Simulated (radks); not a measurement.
Effect of the nuclear size on the scandium ion Sc18+, [He] 2s1. Calculated with a radial shooting solver on a logarithmic mesh with Libxc functionals: Dirac Kohn-Sham, relativistic LDA (MacDonald-Vosko exchange, VWN5 correlation), spin-unpolarised, spherical densities, finite nucleus; Fermi nuclear charge, rms radius 3.5459 fm. The rms radius is varied about that value; shifts are against it.

rms radius (fm)  total energy shift (eV)  density at nucleus (e/bohr^3)  1s1/2 shift (meV)  2s1/2 shift (meV)  2p1/2 (empty) shift (meV)  3s1/2 (empty) shift (meV)
3.1204                          -0.00845                           7023              -3.73             -0.424                      0.033                     -0.119
3.3402                          -0.00421                           7009              -1.86             -0.211                      0.017                     -0.059
3.5459                                 0                           6997              0.000              0.000                      0.000                      0.000
3.8863                           0.00751                           6979               3.31              0.377                     -0.030                      0.105
4.2444                            0.0161                           6962               7.12              0.809                     -0.064                      0.226

Slopes of the eigenvalues against <r^2> in GHz/fm^2, as finite differences over the two radii next to the reference (eigenvalue slopes, not the field-shift constants of lines): 1s1/2 317, 2s1/2 36.0, 2p1/2 (empty) -2.83, 3s1/2 (empty) 10.1.
